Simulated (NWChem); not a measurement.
Molecule: C$_{3}$H$_{2}$N$_{3}$, doublet; SMILES [c]1ncncn1

Computed with NWChem. Pople sets run with spherical d functions. Spin-unrestricted. In the optimisation the excess spin sits in a (C2, its own frame). Coordinates come from a PBE0/def2-SVP, spin-unrestricted optimisation. No stability test was run on the SCF state. Level: PBE0/6-31G* with COSMO at NWChem's default radii, gas-phase geometry; rows give the dielectric constant. Reactions with the solvent are ignored.

For dielectric constant 3.9:

| Property | Result |
|---|---|
| electrostatic solvation energy (kcal/mol) | -4.0 |
| dipole in solution (D) | 1.69 |

What are these values for dielectric constant 78.4?


| Item | Value |
|---|---|
| electrostatic solvation energy (kcal/mol) | -5.4 |
| dipole in solution (D) | 1.83 |
